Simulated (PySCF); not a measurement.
## Dipole response of Ar (argon, neutral)

[Ne] 3s2 3p5 4s1, high-spin 3P determinant (an excited configuration). All numbers are calculated (PySCF 2.14, the non-relativistic Hamiltonian (point nucleus), in aug-cc-pV(Q+d)Z with one added diffuse shell each of s, p, d, f, g type (8s7p6d4f3g, 114 functions)). Coupled (time-dependent) response in atomic units; α is the mean over directions.

```tsv
method	mean α (bohr³)	α xx, yy, zz	C₆ (like pair)	S(−4)
UHF	465.1	539.2, 428.1, 428.1	7756	214700
PBE	361.0	402.4, 340.4, 340.4	5371	127600
PBE0	396.1	444.6, 371.9, 371.9	6165	153000
```

S(−4) is the Cauchy moment in α(ω) = α(0) + S(−4) ω² + …

α(iu) at UHF:

```
u (hartree)  α(iu) (bohr³)
          0          465.1
     0.0500          218.9
      0.100          88.37
      0.200          30.19
      0.300          16.98
      0.500          9.086
      0.750          5.678
       1.00          3.963
       1.50          2.237
       2.00          1.427
       3.00         0.7286
       5.00         0.3063
```

A single London oscillator, α(iu) = α/(1 + u²/ω²), gives C₆ = (3/4) ω α². Matching the computed C₆ needs ω = 4 × 7756 / (3 × 465.1²) = 0.0478 hartree.

The components differ because the open shell of this determinant is not spherical; for a pure term their mean is the scalar polarisability.

The outer electron is Rydberg-like, and this basis confines it to a smaller radius and binds it less than a complete one would.
